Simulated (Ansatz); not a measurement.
`NC1CO[SiH2]1` + H₂O → `OC1CO[SiH2]1` + NH₃ at 298.15 K and 1 bar (formal hydrolysis of a C–N bond).

Program: Ansatz. Geometries: PBE0-D4/def2-TZVP. ΔE: electronic, gas phase. CCSD(T)/CBS adds triple-zeta CCSD(T) − MP2 to the extrapolated MP2 energy (def2 sets, frozen cores). This one scheme is used for every species. Each species was taken in one conformer, which may not be the lowest.

| species | CCSD(T)/CBS energy (Eh) | H − E (kJ/mol) | S (J/(mol·K)) |
| --- | --- | --- | --- |
| `NC1CO[SiH2]1` | -499.26650 | 264.4 | 318.8 |
| H₂O | -76.37941 | 66.4 | 188.7 |
| `OC1CO[SiH2]1` | -519.12871 | 230.4 | 322.1 |
| NH₃ | -56.50880 | 100.5 | 192.4 |

H − E and S are ideal-gas, rigid-rotor, harmonic terms from PBE0-D4/def2-TZVP, for one conformer and one mirror image of each species. 1 Eh = 2625.50 kJ/mol, R = 8.31446 J/(mol·K).

**Question.** By hand: ΔE, ΔH, ΔS and ΔG.

**Answer.** ΔE = (-519.12871) + (-56.50880) − (-499.26650) − (-76.37941) = 0.00840 Eh = 22.1 kJ/mol. Δ(H − E) = 230.4 + 100.5 − 264.4 − 66.4 = 0.1, so ΔH = 22.2 kJ/mol. ΔS = 322.1 + 192.4 − 318.8 − 188.7 = 7.0 J/(mol·K). ΔG = 22.2 − 298.15 × (7.0)/1000 = 20.1 kJ/mol.

**Question.** By hand: the equilibrium constant, and the temperature at which ΔG would vanish if ΔH and ΔS stayed fixed.

**Answer.** log₁₀ K = −ΔG/(RT ln 10) = -3.5. ΔG = 0 at ΔH/ΔS = 3171 K, far beyond where these terms or the molecules hold.

The number of gas molecules stays the same, so ΔS is small and ΔH decides. A doubt of 5 kJ/mol in ΔE shifts log₁₀ K by 0.9 here. Other conformers and mirror images would add mixing entropy, several J/(mol·K) or more a flexible species. These are equilibria of isolated gas molecules and say nothing of rates. Largest T1 diagnostic: 0.012 (customary marks: 0.02 for closed shells, 0.045 for open ones).
